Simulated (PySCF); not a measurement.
UHF on Xe²⁺ (xenon, charge +2)

Configuration: [Kr] 4d10 5s1 5p5, high-spin 3P determinant (an excited configuration). Computed with PySCF 2.14 in aug-cc-pwCVTZ-PP with ECP28MDF, with scalar relativity through the core potential.

| Property | Result |
| --- | --- |
| Total energy | -326.625890 hartree |
| One-electron energy | -550.3377 hartree |
| Hartree (Coulomb) energy | 245.6995 hartree |
| Exchange energy | -21.9877 hartree |
| ⟨S²⟩ | 2.0101 |
| ⟨L²⟩ | 2.023 |
| Sum of ⟨r⟩ | 27.18 bohr |
| Sum of ⟨r²⟩ | 42.41 bohr² |
| Traceless quadrupole moment −½Σ⟨3z² − r²⟩ along its main axis | 1.77 e·bohr² |

| shell | electrons | mean orbital energy (eV) | spread (eV) | rms radius, mean of both spins (bohr) |
| --- | --- | --- | --- | --- |
| 4s α | 1 | -251.82 | 0 | 0.768 |
| 4s β | 1 | -250.74 | 0 | 0.768 |
| 4p α | 3 | -190.09 | 0.652 | 0.819 |
| 4p β | 3 | -189.37 | 0.007 | 0.819 |
| 4d α | 5 | -95.538 | 0.699 | 0.931 |
| 4d β | 5 | -94.939 | 0.322 | 0.931 |
| 5s α | 1 | -49.828 | 0 | 1.90 |
| 5p α | 3 | -33.170 | 1.691 | 2.23 |
| 5p β | 2 | -28.880 | 0 | 2.23 |

Energies and moments cover only the electrons outside the core potential.
